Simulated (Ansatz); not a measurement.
C$_{6}$H$_{17}$NSi, SMILES `CCN([SiH3])C(C)(C)C`, relaxed with RKS PBE-D4/def2-SVP in Ansatz from a rough embedded geometry. The force threshold is 0.03 eV/Å; the program also tests the step.

The species carries charge 0 and has multiplicity 1.

Start:

```xyz
25

C    -1.274    0.702    2.311
C    -0.229   -0.286    1.641
N    -0.466   -0.466    0.197
Si   -1.523   -1.671   -0.370
C     0.579    0.225   -0.667
C     0.832    1.678   -0.259
C     0.131    0.333   -2.181
C     1.897   -0.543   -0.648
H    -1.069    0.730    3.338
H    -1.248    1.642    1.849
H    -2.289    0.240    2.200
H     0.759    0.097    1.844
H    -0.240   -1.313    2.140
H    -2.247   -1.350   -1.564
H    -2.496   -2.004    0.773
H    -0.682   -2.930   -0.614
H    -0.096    2.265   -0.272
H     1.505    2.160   -0.956
H     1.278    1.774    0.749
H     0.046   -0.723   -2.640
H    -0.802    0.810   -2.270
H     0.883    0.904   -2.731
H     2.349   -0.596    0.364
H     1.770   -1.609   -0.973
H     2.632   -0.066   -1.261
```

```csv
step,energy (eV),largest force (eV/Å),largest move (Å)
1,-15843.7540,3.012,0.000
2,-15844.3099,1.224,0.145
3,-15844.3943,0.284,0.070
4,-15844.3945,0.572,0.200
5,-15844.4109,0.070,0.065
6,-15844.4148,0.036,0.111
7 (rejected),-15844.4147,0.128,0.169
8,-15844.4155,0.057,0.074
9,-15844.4168,0.032,0.069
10,-15844.4169,0.018,0.012
```

End:

```xyz
25

C    -1.226    0.655    2.302
C    -0.239   -0.312    1.643
N    -0.399   -0.428    0.187
Si   -1.514   -1.641   -0.418
C     0.612    0.235   -0.676
C     0.781    1.718   -0.285
C     0.136    0.183   -2.138
C     1.971   -0.495   -0.569
H    -1.065    0.705    3.400
H    -1.127    1.679    1.891
H    -2.271    0.325    2.128
H     0.802    0.001    1.872
H    -0.342   -1.312    2.122
H    -2.517   -1.110   -1.409
H    -2.262   -2.137    0.789
H    -0.851   -2.830   -1.087
H    -0.185    2.255   -0.370
H     1.514    2.211   -0.955
H     1.153    1.837    0.752
H     0.010   -0.861   -2.495
H    -0.827    0.716   -2.265
H     0.885    0.661   -2.799
H     2.352   -0.488    0.473
H     1.868   -1.552   -0.886
H     2.740   -0.014   -1.207
```

It took 16 s on 4 threads of an AMD EPYC 7R13 on a shared host and a share of an NVIDIA H100 80 GB, with 0.89 GiB of host memory at the peak.
